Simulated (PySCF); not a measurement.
Radial density of Co (cobalt, neutral)

UHF, [Ar] 3d7 4s2, high-spin 4F determinant. Computed with PySCF 2.14 in jorge-DZP-DKH (8s6p2d1f, 43 functions), with the spin-free X2C one-electron Hamiltonian (Gaussian nucleus).

| r (bohr) | 4πr²ρ (e/bohr) | 4πr²(ρα − ρβ) |
| --- | --- | --- |
| 0.00114 | 0.3099 | 0.0000 |
| 0.00191 | 0.7661 | 0.0000 |
| 0.00322 | 1.866 | 0.0000 |
| 0.00541 | 4.383 | -0.0001 |
| 0.00911 | 9.593 | -0.0002 |
| 0.0153 | 18.53 | -0.0004 |
| 0.0258 | 28.99 | -0.0009 |
| 0.0433 | 32.45 | -0.0018 |
| 0.0729 | 26.22 | -0.0022 |
| 0.123 | 30.32 | 0.0352 |
| 0.206 | 35.33 | 0.3506 |
| 0.347 | 16.68 | 1.4624 |
| 0.583 | 17.90 | 2.9005 |
| 0.981 | 12.10 | 2.2780 |
| 1.65 | 2.920 | 0.6744 |
| 2.78 | 0.9770 | 0.0584 |
| 4.67 | 0.1795 | -0.0076 |
| 7.86 | 0.0003529 | 0.0000 |

Densities and radii are taken from the X2C orbitals without a picture-change correction, which distorts them close to the nucleus.

Task: Where is the radial spin density 4πr²(ρα − ρβ) most negative, and why is it negative at all?

Result: Around r = 4.67 bohr, down to -0.0076 e/bohr: exchange with the open shell polarises the paired shells in an unrestricted calculation.
